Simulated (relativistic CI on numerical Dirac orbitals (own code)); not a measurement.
# One change at a time: Yb60+

Base calculation: Dirac-Coulomb-Breit CI, separate exchange-only KLI orbitals for each configuration, model QED (radiative potential, 1s self-energy scaled to tabulated hydrogen-like ionisation energies), unscaled Slater integrals.

Configuration list (outside the closed core 1s2): 2s2 2p6, 2s2 2p5 3s, 2s2 2p5 3p, 2s2 2p5 3d, 2s 2p6 3s, 2s 2p6 3p, 2s 2p6 3d, 2s2 2p5 4s, 2s2 2p5 4p, 2s2 2p5 4d, 2s2 2p5 4f, 2s2 2p4 3s2, 2s 2p6 4s, 2s2 2p4 3s 3p, 2s 2p6 4p, 2s2 2p5 5s, 2s2 2p5 5p, 2s 2p6 4d, 2s 2p6 4f, 2s2 2p5 5d, 2s2 2p4 3s 3d, 2s2 2p5 5f, 2s2 2p4 3p2, 2s2 2p5 5g, 2s2 2p4 3p 3d, 2s 2p5 3s2, 2s2 2p4 3d2, 2s 2p5 3s 3p, 2s 2p5 3s 3d, 2s 2p5 3p2, 2s 2p6 5s, 2s 2p6 5p, 2s 2p5 3p 3d, 2s 2p6 5d, 2s 2p6 5f, 2s 2p6 5g. Levels of other configurations are missing.

Variants: (1) configuration mixing switched off. Shifts of the energy above 2s2 2p6 1S_0, in eV, for the lowest level and the first level of each name with at least 55 % of one term (blank where a level changes its place among those of its configuration and J or its character, or is not in the variant):

| Level | Base | Δ(1) |
| --- | --- | --- |
| 2s2 2p6 1S_0 | 0.00 | 0.00 |
| 2s2 2p5 3s 3P°_2 | 7383.99 | -0.12 |
| 2s2 2p5 3s 1P°_1 | 7391.89 | -0.01 |
| 2s2 2p5 3p 3D_3 | 7812.39 | -0.40 |
| 2s2 2p5 3p 1P_1 | 7812.66 | +0.07 |
| 2s2 2p5 3p 3P_2 | 7824.42 | -0.46 |
| 2s2 2p5 3p 1S_0 | 7877.07 | +0.66 |
| 2s2 2p5 3d 3P°_0 | 7960.86 | -0.44 |
| 2s2 2p5 3d 3P°_1 | 7970.11 | -0.62 |
| 2s2 2p5 3d 3F°_4 | 8035.30 | -0.90 |
| 2s2 2p5 3d 3D°_3 | 8051.29 | -0.91 |
| 2s2 2p5 3d 1P°_1 | 8079.08 | -0.20 |
| 2s2 2p5 3s 3P°_0 | 8458.65 | +0.26 |
| 2s2 2p5 3s 3P°_1 | 8462.00 | -0.17 |

At this charge energies of transitions that change n are usually good to better than 1 %, and those within a shell (Δn = 0) to a few per cent.

Ionisation energy from the two ground configurations alone: base 13781.9 eV. The NIST ASD value (theoretical) is 13784 eV.

LS names give the leading component of a level, which can be under half, so a name can repeat, a term be missing and a line seem to break the LS rules.
